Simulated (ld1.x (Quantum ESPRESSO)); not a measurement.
**u(r) = r·R(r): atom against pseudo-atom (Os (Z = 76))**

Columns: radius, all-electron u(r) and pseudo u(r) of the 5d shell (level -6.25 eV) of osmium in the configuration [Xe] 4f14 5d6 6s2 6p0; PBE, scalar-relativistic, ultrasoft scheme, ld1.x (Quantum ESPRESSO) 7.5.

| r (bohr) | all-electron | pseudo |
| --- | --- | --- |
| 0.185 | 0.0709 | 0.0120 |
| 0.370 | -0.3693 | 0.0861 |
| 0.555 | -0.1049 | 0.2436 |
| 0.740 | 0.3001 | 0.4516 |
| 0.925 | 0.5914 | 0.6456 |
| 1.110 | 0.7468 | 0.7708 |
| 1.295 | 0.8018 | 0.8130 |
| 1.480 | 0.7948 | 0.7967 |
| 1.665 | 0.7536 | 0.7536 |
| 1.850 | 0.6962 | 0.6962 |
| 2.035 | 0.6329 | 0.6329 |
| 2.220 | 0.5695 | 0.5695 |
| 2.405 | 0.5089 | 0.5089 |
| 2.590 | 0.4527 | 0.4527 |
| 2.775 | 0.4013 | 0.4013 |
| 2.960 | 0.3548 | 0.3548 |
| 3.145 | 0.3131 | 0.3131 |
| 3.330 | 0.2760 | 0.2760 |
| 3.515 | 0.2429 | 0.2429 |
| 3.700 | 0.2136 | 0.2136 |
| 3.885 | 0.1878 | 0.1878 |
| 4.070 | 0.1650 | 0.1650 |
| 4.255 | 0.1450 | 0.1450 |
| 4.440 | 0.1273 | 0.1273 |
| 4.625 | 0.1119 | 0.1119 |
| 4.810 | 0.0983 | 0.0983 |

How many radial nodes do the two functions have?

The all-electron 5d function has n − l − 1 = 2; the pseudo-wave has 0, since the states of the same l below it are removed with the core.

At about which radius was the pseudo-wave matched?

1.65 bohr, where the columns begin to agree (steps of 0.18 bohr).

Is the pseudo-wave norm-conserving?

No, it belongs to an ultrasoft set: the norm inside the radius is not constrained, and the difference is carried by the augmentation charge.
